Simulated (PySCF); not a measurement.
# Correlation energy of Nb⁺ (niobium, charge +1)

[Kr] 4d4, high-spin 5D determinant. Calculation: PySCF 2.14, in x2c-TZVPPall with one added diffuse shell each of s, p, d, f type (9s7p7d3f1g, 95 functions); scalar relativity by spin-free X2C-1e. Frozen: [Kr]; 4 electrons correlated.

| level | correlation energy (mhartree) |
| --- | --- |
| CCSD | -40.92 |
| (T) | -0.62 |
| CCSD(T) | -41.54 |

Diagnostics: T1 = 0.0038, D1 = 0.0063, largest double amplitude 0.024.

**Question.** Is a single reference adequate?

**Answer.** Yes, within this model without spin-orbit coupling: T1 lies below 0.03 and no double amplitude reaches 0.07.
